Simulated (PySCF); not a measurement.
**Computed data sheet: butyl formate (`CCCCOC=O`)**

Compound: butyl formate, C5H10O2.
Geometry (PBE0-D3(BJ)/def2-TZVP, Å), atoms numbered from 1 in this order:
```xyz
17
C5H10O2 angstrom
C     -2.745   -0.091    0.277
C     -1.341   -0.591   -0.013
C     -0.267    0.366    0.477
C      1.119   -0.143    0.176
O      2.065    0.813    0.675
C      3.345    0.515    0.481
O      3.763   -0.465   -0.064
H     -2.927    0.872   -0.208
H     -2.900    0.047    1.351
H     -3.501   -0.792   -0.081
H     -1.196   -1.571    0.455
H     -1.222   -0.750   -1.091
H     -0.399    1.347    0.009
H     -0.367    0.518    1.557
H      1.309   -1.108    0.653
H      1.280   -0.271   -0.898
H      3.973    1.315    0.900
```

Structural features include: ester.

From PBE0-D3(BJ)/def2-TZVP geometry optimisation, gas phase (PySCF):

| Property | Result |
| --- | --- |
| Point group | Cs |
| Rotational constants A, B, C | 11.372, 0.936, 0.884 GHz |

**PBE0/pcSseg-2 ground state and GIAO shieldings, non-relativistic (PySCF)**

| Quantity | Value |
| --- | --- |
| Dipole moment | 2.33 D |
| HOMO energy | -8.24 eV |
| LUMO energy | 0.09 eV |
| HOMO–LUMO gap | 8.33 eV |
| Lowest Hirshfeld atomic charge | -0.26 e on O7 |
| Highest Hirshfeld atomic charge | +0.17 e on C6 |
| 13C chemical shifts (computed TMS as zero) by class | 169.7 (C6), 69.9 (C4), 35.5 (C3), 23.3 (C2), 16.9 (C1) ppm |
| 1H chemical shifts (computed TMS as zero) by class | 8.14 (H17), 3.95 (H15/H16), 1.65 (H13/H14), 1.29 (H11/H12), 1.05 (H8/H9/H10) ppm |
| Isotropic shieldings of nuclei other than C and H, by class | -109 (O7), 106 (O5) ppm |
| Mayer bond orders between heavy atoms | C1–C2 0.97, C2–C3 0.96, C3–C4 0.94, C4–O5 0.83, O5–C6 1.17, C6–O7 1.98 |

Monoisotopic mass from the formula: 102.0681 u.

The rotational constants make it an asymmetric top with κ = (2B − A − C)/(A − C) = -0.99, nearer the prolate limit (−1). In atomic units the dipole is 0.92 e·bohr (1 au = 2.5417 D). With B = h/(8π²I), that is 505.379 GHz u Å² over I, the principal moments of inertia are 44.4, 540.0 and 572.0 u Å² (most abundant isotopes); the inertial defect Ic − Ia − Ib is -12.4 u Å² (zero for a rigid planar frame, negative otherwise).

The structure is a single PBE0-D3(BJ)/def2-TZVP conformer in the gas phase; no vibrational or solvent corrections. NMR classes are plain means over equivalent atoms (diastereotopic ones count apart unless rotation or inversion swaps them), as if these changed places fast; in this geometry the members of some classes differ.
